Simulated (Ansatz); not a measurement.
Born–Oppenheimer molecular dynamics of a periodic cell of 35 atoms, H5CCl (contents 5 CH4 + 5 HCl, density as packed 0.69 g/cm³ with natural masses). It goes on from the last frame of an earlier run, with new velocities.

These are results of Ansatz, DFT PBE-D3(BJ), scalar-relativistic, plane waves, PAW, not measurements. Settings: cutoff 420 eV, k mesh 1x1x1, fermi-dirac smearing 0.05 eV, no spin polarisation.

```json
{
 "ensemble": "NVT, Nosé–Hoover chain",
 "time step": "0.5 fs",
 "steps asked": "400",
 "set temperature": "1000 K",
 "thermostat": "time constant 100 fs, chain length 1",
 "seed": "822140"
}
```

Frames 10 fs apart, positions in Å.

Velocities at 50.0 fs (Å/ps):

```
C -17.18 -6.78 -1.45
H -23.28 8.94 27.02
H -19.63 33.12 -0.06
H 42.34 -8.46 -77.31
H -34.89 16.99 40.62
C -4.24 8.31 0.57
H -9.96 5.25 -19.37
H 29.23 43.44 -27.10
H 11.13 -11.21 13.34
H 35.48 -19.79 38.09
C 9.08 -1.09 -16.80
H -19.77 -52.35 -17.74
H 35.39 33.47 -42.06
H -4.14 -5.84 -7.36
H 55.87 31.01 17.50
C -0.97 10.33 15.01
H 1.05 -57.84 27.92
H 25.31 26.81 -11.67
H 26.95 -25.79 -2.24
H 8.59 2.79 -20.48
C 3.82 -10.71 -2.62
H -52.08 14.08 -0.08
H -24.14 3.69 62.64
H -12.54 -17.90 44.09
H 31.57 -10.71 -40.78
Cl 1.09 1.80 -0.59
H -3.48 21.01 80.82
Cl -4.88 -3.80 -0.91
H 10.32 24.97 -30.03
Cl -2.75 7.03 0.30
H 18.98 -21.01 -0.86
Cl 6.48 -3.33 4.00
H -21.78 -6.52 25.64
Cl 0.71 -2.32 -2.90
H -16.41 -6.90 -13.85
```

```xyz
35
Lattice="8.5590 0.0000 0.0000 0.0000 8.5590 0.0000 0.0000 0.0000 8.5590" Properties=species:S:1:pos:R:3 time_fs=50.0 energy_less_start_eV=-0.075 T=1025
C 4.447 -0.157 3.208
H 4.119 0.974 3.298
H 3.385 -0.475 2.964
H 4.655 -0.545 4.154
H 5.061 -0.258 2.265
C 1.568 5.399 1.769
H 2.584 5.616 2.148
H 1.331 6.011 0.862
H 1.042 5.455 2.697
H 1.619 4.350 1.417
C 7.108 6.655 7.505
H 7.671 6.054 6.815
H 7.319 6.577 8.590
H 6.079 6.661 7.304
H 7.363 7.651 7.083
C 8.665 0.398 1.819
H 8.519 0.650 0.707
H 9.796 0.181 2.217
H 7.973 -0.577 1.885
H 8.392 1.320 2.461
C 6.396 2.483 5.041
H 7.206 3.319 5.106
H 5.892 2.604 4.040
H 5.632 2.611 5.925
H 6.927 1.585 4.799
Cl 1.391 2.494 7.431
H 0.375 3.029 8.084
Cl 5.157 4.028 0.559
H 4.599 4.918 -0.064
Cl 3.579 -0.246 6.798
H 3.463 0.905 7.481
Cl 3.161 5.643 5.372
H 2.986 4.599 4.736
Cl 7.368 6.260 3.351
H 7.732 5.874 4.439
35
Lattice="8.5590 0.0000 0.0000 0.0000 8.5590 0.0000 0.0000 0.0000 8.5590" Properties=species:S:1:pos:R:3 time_fs=60.0 energy_less_start_eV=-0.046 T=1019
C 4.226 -0.151 3.182
H 4.327 0.880 3.689
H 3.213 -0.641 2.956
H 4.950 -0.772 3.776
H 4.952 -0.133 2.245
C 1.597 5.448 1.770
H 2.639 5.803 1.989
H 1.310 6.147 0.988
H 0.896 5.600 2.560
H 1.743 4.405 1.585
C 7.211 6.685 7.300
H 7.484 5.729 6.923
H 7.601 6.555 8.369
H 6.165 6.656 7.337
H 7.731 7.583 7.099
C 8.688 0.461 1.936
H 8.664 0.442 0.774
H 9.867 0.428 1.960
H 8.304 -0.562 2.399
H 8.122 1.378 2.365
C 6.408 2.399 5.029
H 6.859 3.457 5.152
H 5.469 2.662 4.398
H 6.021 2.024 6.035
H 7.059 1.612 4.795
Cl 1.386 2.521 7.436
H 0.892 2.954 8.475
Cl 5.105 3.996 0.544
H 4.796 4.916 -0.191
Cl 3.552 -0.179 6.799
H 3.651 0.893 7.642
Cl 3.224 5.607 5.413
H 2.808 4.500 4.962
Cl 7.366 6.235 3.323
H 7.619 5.758 4.474
35
Lattice="8.5590 0.0000 0.0000 0.0000 8.5590 0.0000 0.0000 0.0000 8.5590" Properties=species:S:1:pos:R:3 time_fs=70.0 energy_less_start_eV=-0.223 T=1059
C 4.125 -0.154 3.146
H 4.110 0.627 3.952
H 3.085 -0.634 3.179
H 4.735 -1.108 3.540
H 4.294 0.231 2.026
C 1.679 5.518 1.764
H 2.631 5.989 2.103
H 1.212 5.864 0.896
H 0.960 5.693 2.536
H 1.638 4.516 1.431
C 7.337 6.674 7.182
H 7.482 5.756 6.587
H 7.641 6.462 8.254
H 6.330 7.052 7.224
H 7.836 7.323 6.513
C 8.766 0.507 1.986
H 8.357 0.260 0.947
H 9.725 0.979 2.265
H 8.575 -0.236 2.805
H 8.085 1.376 2.316
C 6.378 2.329 5.079
H 6.869 3.341 5.313
H 5.343 2.219 4.546
H 6.416 1.787 5.951
H 7.062 1.907 4.362
Cl 1.377 2.551 7.447
H 1.468 2.854 8.640
Cl 5.053 3.963 0.531
H 4.972 4.904 -0.360
Cl 3.527 -0.106 6.805
H 3.811 0.799 7.748
Cl 3.287 5.564 5.451
H 2.641 4.432 5.238
Cl 7.349 6.203 3.307
H 7.455 5.663 4.539
35
Lattice="8.5590 0.0000 0.0000 0.0000 8.5590 0.0000 0.0000 0.0000 8.5590" Properties=species:S:1:pos:R:3 time_fs=80.0 energy_less_start_eV=-0.166 T=1045
C 3.952 -0.203 3.128
H 4.143 0.445 3.976
H 2.896 -0.464 3.241
H 4.850 -1.023 3.011
H 3.956 0.523 2.199
C 1.708 5.574 1.721
H 2.763 5.964 1.870
H 1.428 6.084 0.863
H 1.121 5.623 2.612
H 2.000 4.533 1.738
C 7.442 6.648 7.015
H 7.104 5.677 6.561
H 8.021 6.666 7.991
H 6.518 7.248 6.983
H 8.203 7.236 6.504
C 8.794 0.638 2.109
H 8.715 -0.045 1.225
H 9.696 1.110 1.879
H 8.871 -0.104 2.861
H 7.935 1.333 2.227
C 6.417 2.223 5.103
H 6.348 3.317 5.438
H 5.233 2.180 4.947
H 6.709 1.564 5.784
H 6.894 2.173 4.168
Cl 1.364 2.586 7.464
H 2.083 2.740 8.574
Cl 5.000 3.931 0.516
H 5.139 4.806 -0.538
Cl 3.505 -0.032 6.816
H 3.928 0.721 7.758
Cl 3.349 5.514 5.487
H 2.525 4.435 5.588
Cl 7.320 6.167 3.300
H 7.211 5.583 4.554
35
Lattice="8.5590 0.0000 0.0000 0.0000 8.5590 0.0000 0.0000 0.0000 8.5590" Properties=species:S:1:pos:R:3 time_fs=90.0 energy_less_start_eV=-0.046 T=1017
C 3.776 -0.172 3.112
H 4.340 0.071 3.912
H 2.965 -0.822 3.241
H 4.503 -0.996 2.550
H 3.731 0.659 2.374
C 1.837 5.600 1.705
H 2.760 6.224 1.894
H 1.288 5.935 0.837
H 1.199 5.931 2.519
H 1.992 4.518 1.482
C 7.558 6.679 6.830
H 7.212 5.605 6.762
H 7.886 6.442 7.892
H 6.808 7.472 7.063
H 8.346 6.852 6.058
C 8.854 0.719 2.188
H 8.750 -0.090 1.461
H 9.562 1.348 1.825
H 9.160 0.467 3.119
H 7.877 1.161 2.116
C 6.381 2.180 5.122
H 6.472 3.107 5.747
H 5.350 1.608 5.184
H 7.030 1.526 5.553
H 6.748 2.299 4.116
Cl 1.350 2.624 7.489
H 2.595 2.681 8.147
Cl 4.949 3.901 0.500
H 5.238 4.617 -0.664
Cl 3.487 0.040 6.831
H 4.039 0.679 7.725
Cl 3.408 5.456 5.523
H 2.534 4.545 6.008
Cl 7.283 6.128 3.298
H 6.946 5.568 4.493
35
Lattice="8.5590 0.0000 0.0000 0.0000 8.5590 0.0000 0.0000 0.0000 8.5590" Properties=species:S:1:pos:R:3 time_fs=100.0 energy_less_start_eV=-0.424 T=1097
C 3.678 -0.203 3.050
H 4.196 -0.168 3.890
H 2.803 -0.631 3.422
H 4.194 -0.765 2.175
H 3.197 0.716 2.790
C 1.933 5.668 1.661
H 2.930 6.214 1.590
H 1.365 5.935 0.753
H 1.290 5.730 2.558
H 2.067 4.523 1.669
C 7.678 6.637 6.741
H 6.881 5.893 6.438
H 8.363 6.647 7.627
H 7.027 7.564 6.546
H 8.369 6.658 5.848
C 8.918 0.810 2.234
H 9.001 -0.227 1.938
H 9.346 1.619 1.762
H 9.152 0.860 3.212
H 7.906 1.146 2.322
C 6.388 2.096 5.162
H 6.365 2.890 5.920
H 5.524 1.356 5.299
H 7.355 1.553 5.263
H 6.298 2.597 4.167
Cl 1.346 2.671 7.520
H 2.728 2.683 7.503
Cl 4.898 3.869 0.479
H 5.222 4.378 -0.715
Cl 3.473 0.110 6.849
H 4.180 0.653 7.707
Cl 3.463 5.391 5.561
H 2.671 4.746 6.341
Cl 7.240 6.086 3.299
H 6.677 5.607 4.349
```

Of the whole run (200 fs, mean temperature of the second half 1005 K): The conserved energy stayed within 0.58 meV per atom of its start (net change 0.18 meV per atom), so the integration is sound. A run of 0.2 ps of so small a system gives no equilibrium averages. Limits of this set-up: coarse k mesh.

Run time: 20 min on 1 thread of Intel(R) Xeon(R) Platinum 8175M CPU @ 2.50GHz (Skylake/Cascade Lake), with other jobs on the host, peak memory 0.62 GiB.
